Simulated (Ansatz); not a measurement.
A search over several starts for the lowest SCF solution of the cluster SbTe₄ at the given spin, in a small basis.

```yaml
crystal:
  periodic: [false, false, false]
  atoms:
    - {symbol: Sb, position_ang: [1.582900, -0.674846, -1.599522]}
    - {symbol: Te, position_ang: [0.411392, 1.822991, -1.212709]}
    - {symbol: Te, position_ang: [-1.869680, 1.184336, 0.228669]}
    - {symbol: Te, position_ang: [-0.485552, -0.176467, 2.165960]}
    - {symbol: Te, position_ang: [0.360941, -2.156014, 0.417602]}
basis:
  gaussian: {orbitals: def2-SVP, initial_orbitals: start.molden}
magnetization: {spin_polarized: true, initial_magnetization: 1}
hamiltonian: {xc: pbe0, dispersion: d4}
output: {orbitals: {seedname: orbitals}}
```

The file start.molden holds the orbitals of an earlier run on this structure, at another level or in another basis.

```sh
$ ansatz run in.yaml --threads 4 --pin off --events-out ev --progress --plain --max-ram 8704MiB
```

Shortened log:

```
Functional definition: PBE0
1666 factors; integrals over basis functions are off by at most 1.8e-4 eV
mean field evaluation 1: about -35715.0482 eV, gradient 4.5e0 eV
mean field evaluation 2: about -35715.1952 eV, gradient 2.3e-1 eV
mean field evaluation 4: about -35715.3137 eV, gradient 1.1e-2 eV
mean field evaluation 8: about -35715.0304 eV, gradient 3.8e0 eV
mean field evaluation 16: about -35715.3136 eV, gradient 7.5e-2 eV
mean field -35715.31371550 eV, -1312.5135703355 hartree, gradient 6.5e-5 eV, S^2 0.756983; 1 other end points of the search recorded, 0 dependent functions left out
reference -35715.31374021 eV, -1312.5135712434 hartree; 60, 59 occupied and 70, 71 virtual orbitals, 1666 factors
Total energy: -35715.75903904 eV, -1312.5299356736 hartree
```

It took 7 s on 4 threads of Intel Xeon 6975P-C on a shared host, peak host memory 0.75 GiB.

In the def2 sets Sb, Te take a core potential; there is no spin–orbit coupling. The structure comes from a short search, and lower isomers may exist.
